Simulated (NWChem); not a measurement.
System: C₄H₄F₂; SMILES F/C=C\C=C/F

```xyz
10

F     -0.4188     2.4753     0.0000
C      0.6742     1.7162     0.0000
C      0.6161     0.3804     0.0000
C     -0.6161    -0.3804     0.0000
C     -0.6742    -1.7162     0.0000
F      0.4188    -2.4753     0.0000
H      1.5977     2.3009     0.0000
H      1.5660    -0.1583     0.0000
H     -1.5660     0.1583     0.0000
H     -1.5977    -2.3009     0.0000
```
Atoms are numbered in this order, from 1.

All runs use the structure optimised with PBE0/def2-SVP.

Q: Give the principal values of the shielding tensors (ppm) of F1, C2, C3 from BHandHLYP/pcSseg-1, GIAO (NWChem), with their diamagnetic and paramagnetic parts as GIAO splits them.

A: 
| atom | σ11 | σ22 | σ33 | isotropic | diamagnetic | paramagnetic |
|---|---|---|---|---|---|---|
| F1 | 220.8 | 291.8 | 437.8 | 316.8 | 474.4 | -157.6 |
| C2 | -65.9 | 64.5 | 82.4 | 27.0 | 249.5 | -222.5 |
| C3 | -40.2 | 96.3 | 164.5 | 73.5 | 256.1 | -182.5 |
